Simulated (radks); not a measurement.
Results of a calculation; reference values are marked as such.
Trend from Zr to Cd: ionisation energy by Delta-SCF between NIST ground configurations, and size. Level of theory: scalar-relativistic Kohn-Sham, r2SCAN, spin-polarised, spherical densities, finite nucleus; open shells are filled with parallel spins first (spin-orbit coupling, left out, can overturn this in heavy ions); meta-GGA in the generalised Kohn-Sham scheme; Fermi nuclear charge, rms radius of each element as measured or else 0.836 A^(1/3) + 0.57 fm (a radial shooting solver on a logarithmic mesh with Libxc functionals).

species,configuration,IE (eV),NIST (eV),kind,outermost,<r> outermost (bohr)
Zr,[Kr] 4d2 5s2,6.123,6.634,exp.,5s,3.96
Nb,[Kr] 4d4 5s1,7.181,6.759,exp.,5s,3.56
Mo,[Kr] 4d5 5s1,7.478,7.092,exp.,5s,3.42
Tc,[Kr] 4d5 5s2,6.543,7.119,exp.,5s,3.65
Ru,[Kr] 4d7 5s1,7.703,7.361,exp.,5s,3.25
Rh,[Kr] 4d8 5s1,7.740,7.459,exp.,5s,3.20
Pd,[Kr] 4d10,8.926,8.337,exp.,4d,1.58
Ag,[Kr] 4d10 5s1,7.791,7.576,exp.,5s,3.13
Cd,[Kr] 4d10 5s2,8.856,8.994,exp.,5s,2.89

Reference values: NIST Atomic Spectra Database (exp. = measured, semi-emp. = semi-empirical, theory = theoretical value adopted there). Open shells are spherical and high-spin; term and fine-structure splittings are not resolved.
